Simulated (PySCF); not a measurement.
Cost against size for one kind of job: delta-SCF UKS SCAN, pcX-2 on the ionised atom, pcseg-1 elsewhere, spin-free X2C (PySCF). Hardware: Arm Neoverse V2, one thread, no GPU, shared host. Times come from a shared host and carry two figures at best.

```json
{"species (SMILES)": "[NH2][Ge][NH2]", "atoms": "7", "electrons": "50", "basis functions": "106", "SCF cycles": "17", "core holes": "1", "wall time": "?"}
{"species (SMILES)": "[O-]CCOC(F)F", "atoms": "12", "electrons": "58", "basis functions": "154", "SCF cycles": "109", "core holes": "6", "wall time": "54 s"}
{"species (SMILES)": "C/C=C1C=C\\1Cl", "atoms": "11", "electrons": "52", "basis functions": "155", "SCF cycles": "153", "core holes": "7", "wall time": "34 s"}
{"species (SMILES)": "COC(=O)CC(=O)OC", "atoms": "17", "electrons": "70", "basis functions": "197", "SCF cycles": "99", "core holes": "5", "wall time": "56 s"}
{"species (SMILES)": "N[SiH]1[SiH2][SiH2][SiH2][SiH2]1", "atoms": "17", "electrons": "88", "basis functions": "201", "SCF cycles": "96", "core holes": "7", "wall time": "?"}
{"species (SMILES)": "CCCCS[Si](C)(C)C", "atoms": "27", "electrons": "90", "basis functions": "266", "SCF cycles": "135", "core holes": "9", "wall time": "?"}
```

Estimate the withheld figures.

`[NH2][Ge][NH2]`: 2.5 s; `N[SiH]1[SiH2][SiH2][SiH2][SiH2]1`: 67 s; `CCCCS[Si](C)(C)C`: 4.5 min.

With all rows, how does the wall time grow with the number of basis functions N?

A straight line through log(time) against log(N) has slope 4.7 between N = 106 and 266, and the rows scatter about it by a factor of about 1.7 (standard error of the fit). This is a fit to these rows, whose iteration counts differ, not the method's formal scaling.

Which species took longest, and how many times the shortest run?

`CCCCS[Si](C)(C)C`, at 4.5 min: about 110 times the shortest (2.5 s).
